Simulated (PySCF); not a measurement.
**Where the electron goes**

Compound: ZrICl3 (singlet state).
Cartesian coordinates in Å at the PBE0-D3(BJ)/def2-SVP level; atoms count from 1:
```xyz
5
Cl3IZr angstrom
Zr     0.0355    0.0082   -0.0757
I     -0.5757   -0.0570    2.5358
Cl     2.3434   -0.0255   -0.3374
Cl    -0.8821    1.9109   -1.0286
Cl    -0.9212   -1.8366   -1.0941
```

Computed with TDDFT CAM-B3LYP/def2-SVPD, vertical, gas phase, core orbitals frozen in the response, def2 core potentials past Kr (PySCF). Spin–orbit coupling is left out.

Frontier orbitals with the atoms that hold most of them (Löwdin shares over 4%, at most four atoms):

| orbital | ε (eV) | atoms |
| --- | --- | --- |
| LUMO+2 | -1.28 | Zr1 62%, I2 15%, Cl4 8%, Cl3 8% |
| LUMO+1 | -1.86 | Zr1 70%, I2 10%, Cl3 8%, Cl4 6% |
| LUMO | -1.89 | Zr1 70%, I2 10%, Cl5 8%, Cl4 7% |
| HOMO | -9.64 | I2 83%, Zr1 7%, Cl3 5%, Cl5 4% |
| HOMO-1 | -9.64 | I2 83%, Zr1 7%, Cl4 6% |
| HOMO-2 | -10.90 | I2 74%, Zr1 19% |
| HOMO-3 | -11.11 | Cl4 34%, Cl5 33%, Cl3 32% |

Within 0.005 eV of a neighbour in this list lie HOMO-1/HOMO.

**Question.** How does S1 compare with the orbital gap of 7.76 eV?

**Answer.** S1 is at 4.42 eV (f = 0.0000), 3.34 eV below the gap, made of HOMO-1/HOMO→LUMO (≥61%), HOMO-1/HOMO→LUMO+1 (≥27%). Without the coupling terms of the response equations the lowest excitation would equal the gap.

For S1 the Löwdin share of zirconium is 7% in HOMO and 70% in LUMO (ligand-to-metal charge transfer by this measure).

Next come S2 at 4.52 eV (f 0.0032), HOMO-1/HOMO→LUMO (≥50%), HOMO-1/HOMO→LUMO+1 (≥39%); S3 at 4.52 eV (f 0.0032), HOMO-1/HOMO→LUMO+1 (≥61%), HOMO-1/HOMO→LUMO (≥30%); S4 at 4.98 eV (f 0.095), HOMO-1/HOMO→LUMO+1 (≥45%), HOMO-1/HOMO→LUMO (≥32%); S5 at 5.22 eV (f 0.0025), HOMO-1/HOMO→LUMO+2 (98%).

Orbitals of the list HOMO-3 to LUMO+2 that lie within 0.01 eV of each other are written together with a slash and their weights summed (≥ marks a lower bound); for degenerate orbitals outside that list single weights are arbitrary.

Löwdin shares depend on the basis, the more so with diffuse functions.
